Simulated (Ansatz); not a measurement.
## Two structures, one formula

Two relaxed structures of AlH$_{2}$IO, singlet (PBE0-D4/def2-TZVP; forces vanish, vibrations not checked).

A:

```
atom    x (Å)    y (Å)    z (Å)
  O1  -0.8293  -0.5336  -0.4896
 Al2   0.0129   0.6240   0.2467
  I3   1.8725  -1.4168   0.0359
  H4   3.4228  -1.3449   0.5681
  H5   0.4604   1.9659   0.9277
```

B:

```xyz
5
angstrom
O -0.4487 -1.2442 -0.5227
Al 1.0391 -2.0575 -0.6076
I 0.2074 1.6251 0.6274
H -1.3905 -1.2773 -0.6701
H 0.5932 3.0797 1.2185
```

Computed with Ansatz 0.2.0 (basis: def2-TZVPP); correlated methods freeze the cores. Filled d shells of the heavier atoms are correlated. Core potentials replace the inner electrons of the atoms past krypton. The def2 sets are not built for correlating such inner shells, so the correlated values are less sure here. B3LYP uses VWN-RPA correlation.

**Question.** Which structure is lower at CCSD(T), and by how much? (Judge from chemistry; the value comes from the calculation.)

**Answer.** Computed: B, by 1.622 eV (electronic energy, against the other). By their contacts, A is AlH₂IO ([O][AlH][IH]) and B is a complex of AlHO ([OH][Al]) + HI.

All methods give the same order:

```csv
method,E(B) − E(A) (eV)
PBE-D4,-1.333
r2SCAN-D4,-1.307
PBE0-D4,-1.575
B3LYP-D4,-1.614
wB97M-V,-1.722
HF,-2.205
MP2,-1.427
CCSD,-1.778
CCSD(T),-1.622
```

No T1 diagnostic of these runs exceeds 0.019.

Labels in which every atom is bracketed show which atoms are joined, not bond orders.

For scale, one of the runs: CCSD(T)/def2-TZVPP, 151 basis functions, launched by `ansatz run in.yaml --threads 2 --pin off --events-out ev --progress --plain --max-ram 4352MiB`. The run took 32 s on 2 CPU threads of an Arm Neoverse V1 (shared host), with 1.1 GiB of host memory at its peak.
